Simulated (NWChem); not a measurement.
# A calculation on H₃O₂ (+1)

SMILES: O[OH2+]
```xyz
5

O     -0.6509     0.4324     0.0000
O      0.5529    -0.3693     0.0000
H     -1.3383    -0.2763     0.0000
H      1.0613    -0.1146     0.8131
H      1.0613    -0.1146    -0.8131
```
Charge +1, spin multiplicity 1.

All runs are NWChem calculations. All single points use one geometry, from B3LYP/def2-SVP, a minimum by its harmonic frequencies. It is one conformer; others weren't searched.

Symmetry labels belong to the abelian group Cs used in the runs, with the axes of the coordinates shown.

The structure started from a generated list of species.

Task: List the lowest 6 singlet excitations that TD-LDA (SVWN5)/aug-cc-pVDZ gives, with oscillator strengths.

Result: 
```
state  symmetry  energy (eV)  wavelength (nm)      f
-----  --------  -----------  ---------------  -----
1            a"         5.59              222  0.001
2            a'         7.38              168  0.019
3            a"         7.89              157  0.001
4            a'         9.54              130  0.001
5            a'         9.71              128  0.020
6            a"        10.10              123  0.022
```
